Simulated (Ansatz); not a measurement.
Reaction (redistribution): `C[BH][SnH2][GaH2]` + `CN([SiH3])[SiH3]` → `[CH3][SnH2][GaH2]` + `CBN([SiH3])[SiH3]`

Computed with Ansatz on PBE0-D4/def2-TZVP structures; ΔE is electronic, products minus reactants. CBS: MP2 limit from def2 TZ/QZ plus the TZ coupled-cluster correction, frozen cores. Functionals use def2-TZVPP. B3LYP here is the variant with VWN-RPA as its local correlation; programs differ in this. HSE06 is defined as in plane-wave codes. Elements past krypton have def2 core potentials. For Ga, Sn outer-core shells are correlated without core-valence functions, which leaves a few kJ/mol of doubt a bond. Scalar relativity is left out up to krypton. One conformer a species, not always the lowest.

`C[BH][SnH2][GaH2]`:

Cartesian coordinates in Å:
```
C -0.376 1.946 -1.024
B -0.767 1.045 0.174
Sn 0.638 -0.444 1.096
Ga 0.256 -2.803 0.015
H -1.200 2.129 -1.721
H 0.525 1.668 -1.573
H -0.173 2.926 -0.559
H -1.866 1.139 0.644
H 2.272 0.005 0.821
H 0.439 -0.571 2.793
H -0.682 -3.870 0.693
H 0.935 -3.170 -1.359
```

`CN([SiH3])[SiH3]`:

```xyz
13

C    -0.594   -0.894   -1.055
N    -0.085   -0.011   -0.008
Si    0.220    1.628   -0.452
Si    0.353   -0.750    1.489
H    -1.182   -1.710   -0.623
H    -1.256   -0.349   -1.735
H     0.209   -1.339   -1.654
H     0.614    2.381    0.764
H    -1.009    2.216   -1.054
H     1.303    1.748   -1.471
H    -0.799   -1.537    2.009
H     0.730    0.316    2.449
H     1.495   -1.699    1.340
```

`[CH3][SnH2][GaH2]`:

Z-matrix (Å, degrees):
```
C
Sn 1 2.149
H 1 1.090 2 110.0
H 1 1.090 2 109.9 3 -120.1
H 1 1.090 2 110.0 3 119.9
Ga 2 2.622 1 113.9 3 -59.5
H 2 1.717 1 108.0 3 177.4
H 2 1.717 1 107.9 3 63.2
H 6 1.574 2 120.9 1 -177.4
H 6 1.576 2 121.1 1 2.7
```

`CBN([SiH3])[SiH3]`:

Z-matrix (Å, degrees):
```
C
B 1 1.563
H 1 1.096 2 109.2
H 1 1.090 2 116.3 3 122.9
H 1 1.096 2 109.1 3 -114.2
N 2 1.420 1 126.9 3 -122.4
H 2 1.211 1 117.7 3 57.7
Si 6 1.748 2 127.9 1 0.8
Si 6 1.755 2 114.1 1 -179.2
H 8 1.481 6 110.9 2 4.2
H 8 1.486 6 109.9 2 -116.7
H 8 1.486 6 109.3 2 124.7
H 9 1.484 6 111.0 2 -62.9
H 9 1.483 6 110.9 2 59.0
H 9 1.489 6 107.3 2 178.0
```

```csv
level,ΔE (kJ/mol),difference from CCSD(T)/CBS
LDA (SPW92),-178.5,7.1
PBE-D4,-175.6,10.0
BLYP-D4,-179.3,6.3
r2SCAN-D4,-182.5,3.1
B97M-V,-185.7,-0.1
PBE0-D4,-178.6,7.0
B3LYP-D4,-181.9,3.7
r2SCANh-D4,-183.0,2.6
r2SCAN0-D4,-183.6,2.0
HSE06-D4,-178.4,7.2
BHLYP-D4,-184.9,0.7
CAM-B3LYP-D4,-185.2,0.4
ωB97X-V,-181.3,4.3
ωB97M-V,-186.8,-1.2
B2PLYP,-185.1,0.5
PBE-QIDH,-184.3,1.3
PBE,-174.6,11.0
revPBE,-171.6,14.0
BLYP,-177.4,8.2
r2SCAN,-182.1,3.5
PBE0,-177.7,7.9
B3LYP,-180.4,5.2
r2SCANh,-182.6,3.0
r2SCAN0,-183.2,2.4
HSE06,-177.6,8.0
CAM-B3LYP,-184.4,1.2
LC-ωPBE,-182.1,3.5
RPA@PBE/def2-TZVPP,-181.5,4.1
HF/def2-SVP,-175.8,9.8
CCSD/def2-SVP,-180.1,5.5
CCSD(T)/def2-SVP,-181.3,4.3
HF/def2-TZVPP,-181.7,3.9
MP2/def2-TZVPP,-190.6,-5.0
SCS-MP2/def2-TZVPP,-187.7,-2.1
CCSD(T)/def2-TZVPP,-186.1,-0.5
HF/def2-QZVPP,-182.0,3.6
MP2/def2-QZVPP,-190.5,-4.9
HF/CBS(def2),-182.1,3.5
MP2/CBS(def2),-190.2,-4.6
CCSD/CBS(def2),-184.2,1.4
CCSD(T)/CBS,-185.6,0
```

Largest T1 diagnostic among the species: 0.014.

In def2-TZVPP, CCSD(T) changes the Hartree–Fock value by −4.4 kJ/mol (the triples alone add −1.4 kJ/mol) and MP2 by −9.0 kJ/mol. At CCSD(T), def2-SVP lies +4.3 kJ/mol from the extrapolated value and def2-TZVPP −0.5 kJ/mol.
